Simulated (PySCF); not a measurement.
Input for PySCF: D3(BJ) and D4 dispersion corrections on CH6SSn (SMILES C[S][SnH3]), a point of a torsion scan.

```python
from pyscf import gto
from pyscf.dispersion import dftd3, dftd4

mol = gto.M(
    atom='''
    C     1.65394979   -0.17199591    0.07485571
    S     1.45452975    0.92382610   -1.36940798
    Sn    0.78196086   -0.59038016   -3.10029722
    H     1.43128558   -1.20191536   -0.17966999
    H     2.68088040   -0.08901765    0.41328082
    H     0.97517997    0.17234934    0.84732205
    H     1.93725733   -1.79178742   -3.33095303
    H     0.57614207    0.28658536   -4.50163764
    H    -0.64832100   -1.37777087   -2.69350858
    ''',
    basis='def2-svp',
    charge=0, spin=0, verbose=0, max_memory=1800)
d3, d4 = {}, {}
for xc in ['hf', 'pbe', 'blyp', 'revpbe', 'tpss', 'r2scan', 'b3lyp', 'pbe0', 'bhlyp', 'camb3lyp', 'b2plyp']:
    d3[xc] = float(dftd3.DFTD3Dispersion(mol, xc=xc, version='d3bj', atm=False).get_dispersion()['energy'])
    print(f'D3(BJ) {xc:10s} {d3[xc]:14.8f} Eh')
for xc in ['hf', 'pbe', 'blyp', 'revpbe', 'tpss', 'r2scan', 'b3lyp', 'pbe0', 'bhlyp', 'camb3lyp', 'b2plyp']:
    d4[xc] = float(dftd4.DFTD4Dispersion(mol, xc={'camb3lyp': 'cam-b3lyp'}.get(xc, xc), atm=True).get_dispersion()['energy'])
    print(f'D4     {xc:10s} {d4[xc]:14.8f} Eh')
```

Program output:

```
D3(BJ) hf            -0.05688834 Eh
D3(BJ) pbe           -0.00690445 Eh
D3(BJ) blyp          -0.01559861 Eh
D3(BJ) revpbe        -0.01654732 Eh
D3(BJ) tpss          -0.00899977 Eh
D3(BJ) r2scan        -0.00193582 Eh
D3(BJ) b3lyp         -0.01298647 Eh
D3(BJ) pbe0          -0.00628517 Eh
D3(BJ) bhlyp         -0.01113169 Eh
D3(BJ) camb3lyp      -0.00622033 Eh
D3(BJ) b2plyp        -0.00659075 Eh
D4     hf            -0.02295382 Eh
D4     pbe           -0.00684396 Eh
D4     blyp          -0.01479962 Eh
D4     revpbe        -0.01888137 Eh
D4     tpss          -0.00917955 Eh
D4     r2scan        -0.00158970 Eh
D4     b3lyp         -0.01115406 Eh
D4     pbe0          -0.00580908 Eh
D4     bhlyp         -0.00945145 Eh
D4     camb3lyp      -0.00598421 Eh
D4     b2plyp        -0.00474071 Eh
```

The run finished.

Cost: roughly 0.020 core-seconds.
